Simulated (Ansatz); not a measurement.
Ansatz results at the PBE0-D4/def2-TZVP geometry: LUMO energy (PBE0/def2-TZVPP) 0.36 eV; HOMO energy (PBE0/def2-TZVPP) -8.30 eV; HOMO–LUMO gap (PBE0/def2-TZVPP) 8.66 eV.

Which molecule gave them?
A. `Cl[Si](Cl)(Cl)I`
B. `C=C[Si](O)(Cl)Cl`
C. `O[SiH](F)F`
D. `[SiH3][GeH3]`

D. The others give `C=C[Si](O)(Cl)Cl`: -0.91, -8.39, 7.48; `Cl[Si](Cl)(Cl)I`: -1.46, -8.25, 6.79; `O[SiH](F)F`: 0.56, -10.36, 10.92.
